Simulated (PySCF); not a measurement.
HgI, SMILES [I][Hg+], charge +1. Geometry: r2SCAN-D4/def2-TZVP. The multiplicity is an assumed one; other spin states were not compared. The def2 effective core potentials stand for the cores of Hg, I; spin–orbit coupling is left out.

The numbers are results of r2SCAN-D4/def2-TZVP in PySCF 2.14.0, not measurements.

Harmonic wavenumbers (cm⁻¹): 192. Rotational constants (GHz): 0.9950 (linear); symmetry number 1.

### Question
Work out the zero-point energy and the ideal-gas rigid-rotor harmonic-oscillator thermochemistry at 298.15 K and 1 atm.

### Answer
ZPE = ½ Σ hcν = ½ × 192 cm⁻¹ = 1.15 kJ/mol. H − E(el) = 11.33 kJ/mol. Entropy in J/(mol K): translation 180.98, rotation 80.98, vibration 9.22, total 271.18. G − E(el) = -69.52 kJ/mol. Cp = 36.84 J/(mol K).
